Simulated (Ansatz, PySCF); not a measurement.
ClH5O2Si2, SMILES [SiH](O)(O)[SiH2]Cl. Atoms are numbered in the order given.

```xyz
10

O     -1.0618     1.5336    -0.3398
Si    -0.8914    -0.0410     0.1598
O     -1.2164    -1.1659    -1.0202
Si     1.3909    -0.3138     0.6125
Cl     2.2599     0.9987    -0.7767
H     -0.3123     1.8678    -0.8493
H     -1.8208    -0.1914     1.3133
H     -2.1164    -1.1958    -1.3611
H      1.9529    -1.6743     0.3796
H      1.7911     0.1536     1.9725
```

The structure is a stationary point at PBE0-D3(BJ)/def2-SVP. The structure was generated by enumeration, and PubChem lists no compound with its InChIKey, so it may never have been made. Other conformers were not sampled.

Two levels are set side by side: PBE-D3(BJ)/def2-SVP (Ansatz, a program for electronic structure) and PBE0-D3(BJ)/def2-SVP (Ansatz). Each level has its own optimised geometry; the coordinates shown are those of the second. Frequencies come from the Hessian of PySCF at each geometry. Differences are taken from unrounded values.

```
quantity                            PBE0-D3(BJ)  PBE-D3(BJ)  PBE-D3(BJ) minus PBE0-D3(BJ)
----------------------------------  -----------  ----------  ----------------------------
mean bond length (Å)                      1.574       1.588                         0.014
bond O1–Si2 (Å)                           1.661       1.678                         0.018
bond Si2–O3 (Å)                           1.662       1.680                         0.018
bond Si2–Si4 (Å)                          2.343       2.353                         0.010
bond Si4–Cl5 (Å)                          2.099       2.116                         0.017
bond O1–H6 (Å)                            0.966       0.979                         0.013
bond Si2–H7 (Å)                           1.489       1.501                         0.012
bond O3–H8 (Å)                            0.963       0.974                         0.012
bond Si4–H9 (Å)                           1.490       1.502                         0.012
bond Si4–H10 (Å)                          1.493       1.504                         0.012
highest harmonic wavenumber (cm⁻¹)         3912        3740                          -172
mean harmonic wavenumber (cm⁻¹)            1045        1007                           -38
zero-point energy (kcal/mol)              35.84       34.54                         -1.30
```

Exact exchange shortens and stiffens bonds; PBE has none. Differences between two approximate levels are no errors against the true value.
